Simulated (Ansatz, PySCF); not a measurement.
This singlet lies 1.18 eV below the relaxed triplet at the level B3LYP/aug-cc-pVTZ // PBE0-D3(BJ)/def2-TZVPD (Ansatz, an electronic-structure program).

Cartesian coordinates (Å):
```xyz
7

C     -1.0773    -0.6794     0.1242
C     -0.0156     0.0448    -0.2435
Al     1.3822     0.5908     1.1400
Cl     2.7436     1.7293    -0.3230
H     -1.2098    -0.9869     1.1650
H     -1.8660    -1.0100    -0.5573
H      0.0429     0.3114    -1.3053
```
Charge -1, spin multiplicity 1.

### Question
Predict the total energy and HOMO from PBE0-D3(BJ)/def2-TZVPD run with PySCF.

### Answer

- total energy: -21235.76 eV
- HOMO: -0.29 eV
